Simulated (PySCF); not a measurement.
Species: hexafluoropropylene, C₃F₆.
SMILES: `FC(F)=C(C(F)(F)F)F`

Torsions of this conformer, `[F:1][C:2]([F:3])=[C:4]([F:5])[C:6]([F:7])([F:8])[F:9]`: C2–C4–C6–F7 -117°.

The closed-shell ground state was solved at several levels (PySCF, density fitting, gas phase, non-relativistic). Geometry: PBE0-D3(BJ)/def2-SVP; no solvent, vibrations or thermal averaging.

| level | basis functions | HOMO (eV) | LUMO (eV) | gap (eV) | dipole (D) |
| --- | --- | --- | --- | --- | --- |
| PBE0/pcSseg-1 | 153 | -8.28 | -0.52 | 7.76 | 1.08 |
| KT2/pcSseg-2 | 324 | -6.93 | -1.51 | 5.42 | 1.09 |
| B3LYP/pcJ-1 | 243 | -8.07 | -0.80 | 7.27 | 1.06 |

Q: What might CAM-B3LYP/def2-SVPD (198 basis functions) give for the same quantities?

A: HOMO -9.90 eV, LUMO 0.42 eV, gap 10.32 eV, dipole 1.06 D.

Q: Over all these levels, which gives the widest orbital gap and which the narrowest?

A: CAM-B3LYP/def2-SVPD (range-separated hybrid) has the widest, 10.32 eV, and KT2/pcSseg-2 (GGA) the narrowest, 5.42 eV. Functional and basis both differ between the two, so the spread mixes both effects.

Q: How far do the dipole and the HOMO energy spread over the levels?

A: The dipole runs from 1.06 to 1.09 D (mean 1.07 D) and the HOMO from -9.90 to -6.93 eV.
